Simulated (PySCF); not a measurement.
Si(SH)2 (H₂S₂Si), SMILES S[Si]S (connectivity only; charge and spin as stated), neutral, multiplicity 1. Atoms are numbered in the order given.

```xyz
5

Si     0.9992    -0.0107     0.0000
S     -0.3345     1.6696     0.0000
H     -1.5313     1.0530     0.0000
S     -0.4708    -1.5656     0.0000
H      0.4264    -2.5668     0.0000
```
Charge 0, spin multiplicity 1.

The structure is a stationary point at PBE0-D3(BJ)/def2-TZVP. One conformer was computed; it need not be the lowest.

All values below come from TDA-M06-2X/def2-SVPD in PySCF 2.14.0.

Vertical excitations. Isolated molecule, no solvent. State labels are in the subgroup Cs.

| state | symmetry | energy (eV) | λ (nm) | f | main pairs |
|---|---|---|---|---|---|
| S1 | A" | 3.90 | 318 | 0.027 | HOMO→LUMO 97 % |
| S2 | A' | 4.88 | 254 | 0.061 | HOMO−1→LUMO 90 % |
| S3 | A" | 5.65 | 219 | 0.001 | HOMO−3→LUMO 88 % |
| S4 | A' | 5.72 | 217 | 0.062 | HOMO→LUMO+1 37 %, HOMO−2→LUMO 31 %, HOMO→LUMO+3 20 % |
| S5 | A" | 5.88 | 211 | 0.004 | HOMO−1→LUMO+1 63 %, HOMO−1→LUMO+2 12 %, HOMO−3→LUMO 10 % |
| S6 | A' | 6.16 | 201 | 0.058 | HOMO→LUMO+2 54 %, HOMO−2→LUMO 32 % |
| S7 | A' | 6.20 | 200 | 0.169 | HOMO→LUMO+1 44 %, HOMO−2→LUMO 22 %, HOMO→LUMO+2 17 % |
| S8 | A" | 6.52 | 190 | 0.017 | HOMO−1→LUMO+2 54 %, HOMO−1→LUMO+1 17 %, HOMO−2→LUMO+2 11 % |
| S9 | A' | 6.58 | 189 | 0.238 | HOMO→LUMO+3 47 %, HOMO→LUMO+2 16 %, HOMO→LUMO+4 12 % |
| S10 | A" | 6.67 | 186 | 0.011 | HOMO−1→LUMO+3 51 %, HOMO−1→LUMO+4 18 % |
| T1 | A" | 2.62 | 472 | 0 | HOMO→LUMO 98 % |
| T2 | A' | 3.97 | 312 | 0 | HOMO−1→LUMO 98 % |
| T3 | A' | 4.80 | 258 | 0 | HOMO−2→LUMO 54 %, HOMO→LUMO+1 38 % |
| T4 | A' | 4.82 | 257 | 0 | HOMO→LUMO+1 47 %, HOMO−2→LUMO 43 % |
Triplets are in the Tamm–Dancoff approximation.
